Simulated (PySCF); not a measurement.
A geometry optimisation on BF3OEt2, `CC[O+](CC)[B-](F)(F)F`.

Computed with PBE0-D3(BJ)/def2-SVP geometry optimisation, gas phase (PySCF 2.14.0). Start geometry: GFN2-xTB. A driver script takes a list of jobs; this job's settings line and coordinates (Å) are shown.

Input:
```
{"job": {"xc": "PBE0", "basis": "def2-SVP", "d3": "d3bj", "grid": 1, "kind": "geom"}, "charge": 0, "multiplicity": 1}
C      2.308210    -0.262550    -0.816580
C      1.044950    -0.572540    -0.027400
O     -0.008960     0.325840    -0.434340
C     -1.273640    -0.286390    -0.725720
C     -1.992570    -0.848050     0.491630
B     -0.089620     1.743590     0.500040
F     -0.190320     1.318950     1.777150
F     -1.184810     2.370520     0.040390
F      1.070460     2.361090     0.225240
H      3.097370    -0.945750    -0.515370
H      2.125500    -0.376810    -1.882400
H      2.628650     0.756740    -0.625150
H      0.715800    -1.596180    -0.223570
H      1.219860    -0.454070     1.045460
H     -1.870510     0.504430    -1.184710
H     -1.087610    -1.068170    -1.471200
H     -2.165760    -0.061480     1.220170
H     -2.951750    -1.251590     0.180620
H     -1.414850    -1.639060     0.963910
```

Output:
```
step   0  E = -557.24351479  max force = 0.014249
step   1  E = -557.24542833  max force = 0.005784
step   2  E = -557.24574482  max force = 0.004243
step   3  E = -557.24585950  max force = 0.002922
step   4  E = -557.24593935  max force = 0.001295
step   5  E = -557.24597590  max force = 0.000946
step   6  E = -557.24600995  max force = 0.002589
step   7  E = -557.24608453  max force = 0.002910
step   8  E = -557.24625883  max force = 0.002834
step   9  E = -557.24640070  max force = 0.001706
step  10  E = -557.24645603  max force = 0.000677
step  11  E = -557.24646785  max force = 0.000858
step  12  E = -557.24647110  max force = 0.000890
step  13  E = -557.24647423  max force = 0.000666
step  14  E = -557.24647505  max force = 0.000228
optimisation converged
```

Energies in Eh; «max force» is the largest Cartesian gradient component in Eh/bohr.

Question: Give the first gradient maximum in eV/Å.

Answer: With 1 Eh/bohr = 51.422 eV/Å, 0.733 eV/Å.

Question: How much energy does the optimisation release, in kcal/mol?

Answer: E(step 0) − E(last step) = 0.002960 Eh, which is 1.9 kcal/mol.

Main results: final energy -557.24648 Eh after 14 steps; dipole 5.69 D.

Question: Give the final coordinates.

Answer: 0.344 Å rms from the input after alignment:
```
atom  x, y, z in Å
C1     2.0388   -0.7150   -1.0838
C2     1.1061   -0.5788    0.0916
O3     0.0677    0.3737   -0.1940
C4    -1.1924   -0.1288   -0.6672
C5    -2.0901   -0.5801    0.4583
B6     0.1241    1.7930    0.6547
F7    -0.0301    1.4106    1.9529
F8    -0.9188    2.4905    0.1377
F9     1.3613    2.2631    0.3560
H10    2.8433   -1.4254   -0.8422
H11    1.5158   -1.0851   -1.9785
H12    2.4888    0.2601   -1.3156
H13    0.6279   -1.5317    0.3661
H14    1.6227   -0.1988    0.9820
H15   -1.6375    0.7013   -1.2289
H16   -0.9632   -0.9409   -1.3740
H17   -2.3237    0.2599    1.1257
H18   -3.0314   -0.9685    0.0418
H19   -1.6289   -1.3807    1.0556
```

Rough CPU time on one thread of a shared machine: about 3 min.
Labels such as C1 count atoms from 1, the log's own numbers from 0.
